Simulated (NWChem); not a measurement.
A series in which one site is exchanged, each optimised at PBE0/def2-SVP with NWChem, gas phase unless a solvent is named. Some are not confirmed as minima by frequencies. def2 effective core potentials on Sb, I, Bi; no spin-orbit coupling.

A: [I][Bi]([I])[I] (BiI3; site = Bi)
B: [I][Al]([I])[I] (AlI3; site = Al)
C: IB(I)I (BI$_{3}$; site = B)
D: [I][Sb]([I])[I] (SbI3; site = Sb)

```csv
quantity,A,B,C,D
"orbital gap (eV), PBE0/def2-SVP",4.39,(withheld),4.85,4.63
"vertical ionisation energy, ΔSCF, PBE0/def2-SVP (eV)",9.25,(withheld),9.18,9.16
"static polarisability, PBE0/def2-SVPD (bohr³)",167.2,(withheld),121.8,160.2
"lowest singlet excitation, PBE0/def2-SVPD, TDA (eV)",3.25,(withheld),3.50,3.53
```

Q: What belongs in the gaps?

A: 
- orbital gap (eV), PBE0/def2-SVP, B: 5.77
- vertical ionisation energy, ΔSCF, PBE0/def2-SVP (eV), B: 9.45
- static polarisability, PBE0/def2-SVPD (bohr³), B: 133.8
- lowest singlet excitation, PBE0/def2-SVPD, TDA (eV), B: 4.54
